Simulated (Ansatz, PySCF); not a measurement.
Gas-phase reaction (SMILES): N[SiH2]N[SiH3] + N (NH3) + [SiH4] (SiH4) → 3 N[SiH3]; bond separation energy.

Structures are relaxed separately at B3LYP-D3(BJ)/def2-TZVP in Ansatz (a quantum-chemistry and plane-wave program), one conformer each, not searched for the lowest. Valence correlation only, unless marked. Spin-orbit coupling is left out. No relativistic terms. CBS(X,Y): correlation extrapolated as X^-3; Hartree-Fock from the larger set. Thermal terms are rigid-rotor harmonic-oscillator values from B3LYP-D3(BJ) frequencies (Ansatz or PySCF) at 298.15 K and 1 atm. 1 Eh = 627.5095 kcal/mol.

```csv
species,"E, CCSD(T)/CBS(cc-pV(T+d)Z,cc-pV(Q+d)Z) (Ansatz) (Eh)","E, wB97M-V/def2-TZVPD (Ansatz) (Eh)",H - E (Eh)
N[SiH2]N[SiH3],-692.44061,-693.34605,0.09353
N (NH3),-56.50369,-56.55014,0.03799
N[SiH3],-346.79605,-347.24258,0.05540
[SiH4] (SiH4),-291.45815,-291.84546,0.03520
```

Work out ΔE and ΔH at 298.15 K at the first level, then ΔH at the second.


1. ΔE = [3×(-346.79605)] - [(-692.44061) + (-56.50369) + (-291.45815)] = 0.01430 Eh = 9.0 kcal/mol at CCSD(T)/CBS(cc-pV(T+d)Z,cc-pV(Q+d)Z).
2. The terms H - E add up to -0.00052 Eh, so ΔH = (0.01430 + (-0.00052))×627.5095 = 8.6 kcal/mol.
3. At wB97M-V/def2-TZVPD the same steps give ΔE = 8.7 and ΔH = 8.4 kcal/mol, a shift of -0.2 from the first level.
4. These values are not checked against measurement here, since the tables used lack a sound gas-phase enthalpy of formation for at least one species.
